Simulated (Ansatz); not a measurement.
Steps of a relaxation of B2FH3OSi with RKS PBE0-D4/def2-TZVP.

```sh
$ ansatz run in.yaml --threads 2 --pin off --events-out ev --progress --plain --max-ram 4352MiB
```

```yaml
crystal:
  periodic: [false, false, false]
  atoms:
    - {symbol: B, position_ang: [0.862663, 0.453291, 0.725821]}
    - {symbol: B, position_ang: [-0.453495, 1.250548, 0.119663]}
    - {symbol: O, position_ang: [-1.448423, 0.860049, -0.595612]}
    - {symbol: Si, position_ang: [-0.329681, -0.723926, -0.440567]}
    - {symbol: F, position_ang: [0.076149, -1.039358, -1.988068]}
    - {symbol: H, position_ang: [0.790328, 0.179049, 1.913154]}
    - {symbol: H, position_ang: [1.952527, 0.685603, 0.233674]}
    - {symbol: H, position_ang: [-1.357968, -1.722456, -0.023665]}
basis:
  gaussian: {orbitals: def2-TZVP}
hamiltonian: {xc: pbe0, dispersion: d4}
relax: {f_tol: 0.005, max_steps: 150}
```

Positions (Å) and forces (eV/Å) along the path, 10 of 10 steps:

```xyz
8
step=1 energy=-14037.7399 eV
B     0.863    0.453    0.726    0.166    0.027    0.089
B    -0.453    1.251    0.120   -0.512   -0.311   -0.386
O    -1.448    0.860   -0.596    1.096   -0.255    0.567
Si   -0.330   -0.724   -0.441   -0.236    0.034   -1.266
F     0.076   -1.039   -1.988   -0.340    0.266    1.360
H     0.790    0.179    1.913   -0.002    0.099   -0.441
H     1.953    0.686    0.234   -0.422   -0.076    0.175
H    -1.358   -1.722   -0.024    0.251    0.216   -0.098
8
step=2 energy=-14037.7928 eV
B     0.860    0.452    0.721    0.038   -0.012    0.037
B    -0.449    1.248    0.123   -0.086   -0.134   -0.097
O    -1.430    0.852   -0.590    0.409   -0.328    0.154
Si   -0.333   -0.721   -0.440   -0.115    0.245   -0.877
F     0.074   -1.035   -1.968   -0.214    0.159    0.846
H     0.784    0.177    1.893    0.014    0.042   -0.118
H     1.935    0.684    0.234   -0.117   -0.024    0.062
H    -1.348   -1.714   -0.028    0.071    0.052   -0.007
8
step=3 energy=-14037.8235 eV
B     0.859    0.447    0.720   -0.014    0.039   -0.019
B    -0.444    1.241    0.117    0.232    0.108    0.220
O    -1.416    0.824   -0.589   -0.099   -0.242   -0.162
Si   -0.342   -0.708   -0.452   -0.246    0.193    0.021
F     0.061   -1.020   -1.950    0.076   -0.044   -0.123
H     0.782    0.185    1.887   -0.007   -0.013    0.030
H     1.930    0.678    0.241    0.052    0.004   -0.013
H    -1.338   -1.704   -0.030    0.007   -0.046    0.046
8
step=4 energy=-14037.8250 eV
B     0.855    0.457    0.711   -0.079   -0.011   -0.011
B    -0.450    1.261    0.118    0.331   -0.043    0.166
O    -1.421    0.836   -0.595   -0.128   -0.294   -0.133
Si   -0.362   -0.689   -0.456    0.018    0.344    0.054
F     0.071   -1.022   -1.940   -0.006   -0.033   -0.168
H     0.768    0.159    1.869   -0.007    0.045    0.073
H     1.937    0.659    0.243    0.006    0.048   -0.017
H    -1.306   -1.718   -0.006   -0.134   -0.056    0.036
8
step=5 energy=-14037.8335 eV
B     0.859    0.453    0.715   -0.017    0.033    0.021
B    -0.444    1.251    0.119    0.195    0.001    0.107
O    -1.412    0.812   -0.595   -0.131   -0.058   -0.083
Si   -0.365   -0.686   -0.462   -0.032    0.050   -0.005
F     0.062   -1.019   -1.951    0.017   -0.027   -0.068
H     0.772    0.173    1.879   -0.002    0.013    0.014
H     1.940    0.669    0.248   -0.010    0.015   -0.005
H    -1.319   -1.711   -0.010   -0.021   -0.027    0.018
8
step=6 energy=-14037.8331 eV rejected
B     0.859    0.451    0.723   -0.002    0.049   -0.126
B    -0.433    1.251    0.115    0.044   -0.033    0.123
O    -1.413    0.809   -0.590   -0.027   -0.009   -0.105
Si   -0.371   -0.682   -0.476   -0.002    0.007    0.146
F     0.055   -1.018   -1.964    0.000    0.003   -0.016
H     0.767    0.184    1.890   -0.010   -0.019   -0.014
H     1.938    0.663    0.250    0.014    0.006    0.023
H    -1.309   -1.716   -0.004   -0.017   -0.004   -0.030
8
step=7 energy=-14037.8348 eV
B     0.861    0.455    0.720   -0.033    0.001   -0.009
B    -0.437    1.248    0.122    0.013   -0.017    0.010
O    -1.410    0.810   -0.596   -0.003    0.002    0.000
Si   -0.372   -0.685   -0.466    0.004    0.018    0.004
F     0.062   -1.020   -1.954    0.000   -0.012   -0.014
H     0.774    0.177    1.884    0.005    0.003    0.006
H     1.938    0.673    0.246    0.007    0.000    0.001
H    -1.323   -1.715   -0.012    0.006    0.006    0.002
8
step=8 energy=-14037.8348 eV rejected
B     0.858    0.454    0.720    0.025    0.013    0.006
B    -0.438    1.247    0.122    0.006    0.021    0.008
O    -1.411    0.811   -0.597    0.003   -0.005   -0.003
Si   -0.370   -0.683   -0.469   -0.023   -0.029    0.006
F     0.059   -1.021   -1.957    0.006    0.000   -0.002
H     0.774    0.179    1.887   -0.002   -0.007   -0.017
H     1.937    0.669    0.247   -0.012    0.007    0.007
H    -1.317   -1.713   -0.009   -0.003   -0.001   -0.004
8
step=9 energy=-14037.8349 eV
B     0.859    0.455    0.719    0.007   -0.001    0.005
B    -0.437    1.248    0.122    0.000   -0.002    0.002
O    -1.410    0.811   -0.596   -0.003    0.000   -0.003
Si   -0.372   -0.685   -0.468    0.001    0.007    0.002
F     0.060   -1.021   -1.956   -0.001   -0.006   -0.003
H     0.773    0.176    1.884    0.000    0.000   -0.003
H     1.939    0.673    0.248   -0.005    0.000    0.001
H    -1.321   -1.714   -0.010    0.002    0.002   -0.002
8
step=10 energy=-14037.8349 eV
B     0.859    0.455    0.719   -0.005    0.003    0.002
B    -0.437    1.248    0.122   -0.001   -0.002    0.000
O    -1.410    0.811   -0.597    0.005    0.001    0.005
Si   -0.372   -0.684   -0.468    0.002   -0.002   -0.003
F     0.060   -1.023   -1.955    0.000   -0.002   -0.002
H     0.774    0.174    1.884    0.000    0.001   -0.001
H     1.938    0.675    0.248    0.000   -0.001   -0.001
H    -1.320   -1.713   -0.009   -0.001    0.002    0.000
```

It took 35 s on 2 threads of an AMD EPYC 7B13 on a shared host, with 0.4 GiB of host memory at the peak.
